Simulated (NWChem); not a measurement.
System: boron trifluoride (BF₃); SMILES FB(F)F

The following NWChem deck was run.

```
start job
memory heap 200 mb stack 700 mb global 900 mb
geometry units angstroms noautosym nocenter noautoz
  F      1.261997    -0.380209     0.000000
  B      0.000000     0.000000     0.000000
  F     -0.960269    -0.902817     0.000000
  F     -0.301728     1.283026     0.000000
end
basis spherical
  * library pcsseg-1
end
dft
  xc xpbe96 cpbe96
  iterations 150
end
property
  shielding 2 1 2
end
task dft property
```

Output (shortened):

```
             Northwest Computational Chemistry Package (NWChem) 7.3.0
             --------------------------------------------------------

                             Geometry "geometry" -> ""
                             -------------------------

 Output coordinates in angstroms (scale by  1.889725989 to convert to a.u.)

  No.       Tag          Charge          X              Y              Z
 ---- ---------------- ---------- -------------- -------------- --------------
    1 F                    9.0000     1.26199700    -0.38020900     0.00000000
    2 B                    5.0000     0.00000000     0.00000000     0.00000000
    3 F                    9.0000    -0.96026900    -0.90281700     0.00000000
    4 F                    9.0000    -0.30172800     1.28302600     0.00000000

 Effective nuclear repulsion energy (a.u.)     110.5291740210

  pbe96 is a nonlocal functional; adding pw91lda local functional.
                              NWChem Property Module
                              ----------------------

  itol2e modified to match energy
  convergence criterion.

                                 NWChem DFT Module
                                 -----------------

 Summary of "ao basis" -> "ao basis" (spherical)
 ------------------------------------------------------------------------------
       Tag                 Description            Shells   Functions and Types
 ---------------- ------------------------------  ------  ---------------------
 F                          pcsseg-1                 7       17   3s3p1d
 B                          pcsseg-1                 7       17   3s3p1d

  itol2e modified to match energy
  convergence criterion.

            General Information
            -------------------
          SCF calculation type: DFT
          Wavefunction type:  closed shell.
          No. of atoms     :     4
          No. of electrons :    32
           Alpha electrons :    16
            Beta electrons :    16
          Charge           :     0
          Spin multiplicity:     1
          Use of symmetry is: off; symmetry adaption is: off
          Maximum number of iterations: 150
          AO basis - number of functions:    68
                     number of shells:    28
          Convergence on energy requested:  1.00D-07
          Convergence on density requested:  1.00D-05
          Convergence on gradient requested:  5.00D-04

              XC Information
              --------------
          PerdewBurkeErnzerhof Exchange Functional  1.000
            Perdew 1991 LDA Correlation Functional  1.000 local
           PerdewBurkeErnz. Correlation Functional  1.000 non-local

             Grid Information
             ----------------
          Grid used for XC integration:  fine
          Radial quadrature: Mura-Knowles
          Angular quadrature: Lebedev.
          Tag              B.-S. Rad. Rad. Pts. Rad. Cut. Ang. Pts.
          ---              ---------- --------- --------- ---------
          F                   0.50       70           7.0       590
          B                   0.85       70           6.0       590
          Grid pruning is: on
          Number of quadrature shells:   280
          Spatial weights used:  Erf1

      Superposition of Atomic Density Guess
      -------------------------------------

 Sum of atomic energies:        -322.61937806

      Non-variational initial energy
      ------------------------------

[...]

          -----------------------------------------
          Chemical Shielding Tensors (GIAO, in ppm)
          -----------------------------------------

                                NWChem CPHF Module
                                ------------------

  scftype          =     RHF
  nclosed          =       16
  nopen            =        0
  variables        =      832
  # of vectors     =        3
  tolerance        = 0.10D-03
  level shift      = 0.00D+00
  max iterations   =       50
  max subspace     =       30

 SCF residual:    1.6895365085793392E-006

Iterative solution of linear equations
  No. of variables      832
  No. of equations        3
  Maximum subspace       30
        Iterations       50
       Convergence  1.0D-04

   iter   nsub   residual    time
   ----  ------  --------  ---------
     1      3    4.85D-07      11.9

      Atom:    1  F
        Diamagnetic
    485.2482     -8.0197     -0.0000
     -8.0197    461.0452      0.0000
     -0.0000      0.0000    458.4832

        Paramagnetic
   -154.9245    -48.0831      0.0000
    -48.0831   -300.0364     -0.0000
      0.0000     -0.0000    -97.0754

        Total Shielding Tensor
    330.3236    -56.1028     -0.0000
    -56.1028    161.0088      0.0000
     -0.0000      0.0000    361.4078

           isotropic =     284.2468
          anisotropy =     115.7416

          Principal Components and Axis System
                 1           2           3
              361.4078    347.2261    144.1064

      1        -0.0000      0.9575      0.2885
      2         0.0000     -0.2885      0.9575
      3         1.0000      0.0000     -0.0000

      Atom:    2  B
        Diamagnetic
    205.0915     -0.0000      0.0000
     -0.0000    205.0915     -0.0000
      0.0000     -0.0000    184.2882

        Paramagnetic
   -116.3379      0.0000      0.0000
      0.0000   -116.3379     -0.0000
      0.0000     -0.0000   -110.6120

        Total Shielding Tensor
     88.7536      0.0000      0.0000
      0.0000     88.7536     -0.0000
      0.0000     -0.0000     73.6763

           isotropic =      83.7278
          anisotropy =       7.5387

          Principal Components and Axis System
                 1           2           3
               88.7536     88.7536     73.6763

      1         0.9947     -0.1032     -0.0000
      2         0.1032      0.9947      0.0000
      3         0.0000     -0.0000      1.0000
```

Level: PBE/pcSseg-1, GIAO. The geometry was optimised at B3LYP/6-31G* (spherical d). Not confirmed as a minimum by frequencies. The printed shielding anisotropy is the first printed principal value minus the mean of the other two.
